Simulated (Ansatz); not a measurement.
The same molecule with X = F, Cl, Br, I. Ansatz, PBE0-D4/def2-TZVP geometries, multiplicity 1.

Elements past krypton have def2 core potentials. Scalar relativity is left out up to krypton.

```
 X    molecule  mean X–Si bond length / Å  ideal-gas entropy at 298 K and 1 bar (rigid rotor, harmonic PBE0-D4/def2-TZVP) / J/(mol·K)  HOMO–LUMO gap (ωB97M-V/def2-TZVPP) / eV  size of the dipole moment (B3LYP/def2-TZVPP) / D
 F   `F[SiH3]`                      1.600                                                                                         239                                    13.65                                              1.27
Cl  `[SiH3]Cl`                      2.054                                                                                         251                                    12.97                                              1.25
Br  `[SiH3]Br`                      2.219                                                                                         263                                    12.13                                              1.29
```

(1) Give the row for X = I, `[SiH3]I`. (Estimate.)

Results:

(1) The calculation gave: 
```tsv
X	molecule	mean X–Si bond length / Å	ideal-gas entropy at 298 K and 1 bar (rigid rotor, harmonic PBE0-D4/def2-TZVP) / J/(mol·K)	HOMO–LUMO gap (ωB97M-V/def2-TZVPP) / eV	size of the dipole moment (B3LYP/def2-TZVPP) / D
I	`[SiH3]I`	2.439	271	10.83	1.13
```

From F to I the mean X–Si bond length rises at each step, by 0.839 Å in all; the ideal-gas entropy at 298 K and 1 bar (rigid rotor, harmonic PBE0-D4/def2-TZVP) rises at each step, by 32 J/(mol·K) in all; the HOMO–LUMO gap (ωB97M-V/def2-TZVPP) falls at each step, by 2.82 eV in all. Bonds lengthen as the atom grows down the group. Dipoles are sizes alone, and their direction can turn along the series.

B3LYP here is the variant with VWN-RPA as its local correlation; programs differ in this.

Spin–orbit coupling is left out; it splits and shifts lone-pair levels of the heavy atoms by tenths of an eV.
